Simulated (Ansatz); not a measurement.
Correcting a cheap level on molecular compounds of Y

The vertical ionisation energy (cation less neutral) in eV of 6 molecular compounds of Y: x at wB97M-V/def2-TZVPP, y at CCSD(T)/def2-TZVPP. Shapes, held fixed at every level: PBE0-D4/def2-TZVP. Flexible molecules stand in one conformer, not always the lowest. Programs: Ansatz 0.2.0.

```
                                       molecule  x (eV)  y (eV)
YSi2NH8O2 (SMILES [NH2][Y]([O][SiH3])[O][SiH3])    9.33    9.25
             C3H9O3Y (SMILES C[O][Y]([O]C)[O]C)    9.42       ?
                                       Y(NH2)F2    9.60    9.53
           C2H6ClO2Y (SMILES C[O][Y]([Cl])[O]C)   10.02   10.10
                                        Y(OH)2F   11.10   11.13
                YCl2F (SMILES [F][Y]([Cl])[Cl])   11.61   11.60
```

Q: Fit y = c + s·x to the known rows and predict y for C3H9O3Y.

A: 
1. Means of the 5 rows: x = 10.3320, y = 10.322.
2. Σ(Δx)² = 3.8603, Σ(Δx·Δy) = 3.977, so the slope is 3.977/3.8603 = 1.0302.
3. Intercept: 10.322 − (1.0302) × 10.3320 = -0.322. The largest residual of the fit is 0.099.
4. C3H9O3Y: -0.322 + 1.0302 × 9.42 = 9.38 eV.

CCSD(T)/def2-TZVPP gives 9.53 eV, so the prediction is off by -0.15 eV, more than the largest residual. Uncorrected, wB97M-V/def2-TZVPP misses C3H9O3Y by -0.11 eV, and the other rows by 0.05 on average. The line makes this one worse. Left out in turn, the other rows are missed by 0.08 eV on average, worse than no correction. Cations run unrestricted. For atoms past krypton def2 sets carry core potentials with scalar relativity. Outer-core shells of Y are correlated, in sets that cover them unevenly.
